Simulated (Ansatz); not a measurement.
# Worked example: the barrier

An elementary step of Si2H5Cl3O, closed shell (Si₂H₃Cl₃ ([SiH3][Si]([Cl])([Cl])[Cl]) + H₂O → SiHCl₃O ([OH][Si]([Cl])([Cl])[Cl]) + SiH₄; bonds formed: Si1–O7, Si2–H6; bonds broken: Si1–Si2, H6–O7). “Start” is the structure reached by relaxing down from the saddle towards the reactants; PBE0-D4/def2-TZVP structures. The saddle:

Si1  (-0.677, 0.788, -0.430)
Si2  (0.316, -1.474, 0.641)
Cl3  (-1.741, -0.480, -1.643)
Cl4  (-1.407, 1.223, 1.442)
Cl5  (-1.155, 2.598, -1.376)
H6  (1.131, 0.173, -0.006)
O7  (1.062, 1.074, -0.678)
H8  (1.251, -1.489, 1.811)
H9  (-1.019, -1.879, 1.146)
H10  (0.789, -2.493, -0.338)
H11  (1.450, 1.959, -0.569)
(Å)

Ansatz 0.2.0; basis: def2-TZVPP and def2-QZVPP; cores frozen in the correlated methods.

Energies in eV:

| quantity | saddle | start |
| --- | --- | --- |
| Hartree–Fock, triple zeta (X = 3) | -55355.87525 | -55358.71158 |
| Hartree–Fock, quadruple zeta (X = 4) | -55357.50009 | -55360.32732 |
| MP2 correlation, X = 3 | -30.04675 | -29.21166 |
| MP2 correlation, X = 4 | -32.80603 | -31.96295 |
| CCSD(T) correlation, X = 3 | -33.28535 | -32.54140 |

Problem. Work out the barrier at the basis limit: extrapolate Hartree–Fock as E(X) = E∞ + A exp(−7.88 √X) and the MP2 correlation as E(X) = E∞ + B X^−2.97 (the exponents that Neese and Valeev fitted for def2-TZVPP and QZVPP), then add CCSD(T) − MP2 in triple zeta.

Solution. Each step is linear, so take the differences first (saddle − start): Hartree–Fock 2.83633 (X = 3) and 2.82723 (X = 4); MP2 correlation -0.83509 and -0.84308; CCSD(T) correlation -0.74395.
Two points give E∞ = E(4) + w [E(4) − E(3)], with w = 1/(exp(7.88 (2 − √3)) − 1) = 0.1377 for Hartree–Fock and w = 1/((4/3)^2.97 − 1) = 0.7407 for the correlation.
Hartree–Fock: 2.82723 + 0.1377 × (-0.00910) = 2.8260 eV.
MP2 correlation: -0.84308 + 0.7407 × (-0.00799) = -0.8490 eV.
CCSD(T) − MP2: -0.74395 − (-0.83509) = 0.0911 eV.
Sum: 2.8260 + (-0.8490) + 0.0911 = 2.0681 eV, or 47.69 kcal/mol. Plain CCSD(T) in triple zeta gives 2.0924 eV, so the larger basis shifts the result by -0.0243 eV.

The T1 diagnostic stays at or below 0.012.

Labels in which every atom is bracketed show which atoms are joined, not bond orders.

For scale, one of the runs: CCSD(T)/def2-TZVPP, 311 basis functions, launched by `ansatz run in.yaml --threads 4 --pin off --events-out ev --progress --plain --max-ram 66560MiB --backend cuda --devices 0, --max-vram 37GiB`. Hardware: 4 CPU threads of an AMD EPYC 7R13 and a share of one NVIDIA H100, shared host. Wall time 9.5 s; peak host memory 0.83 GiB.
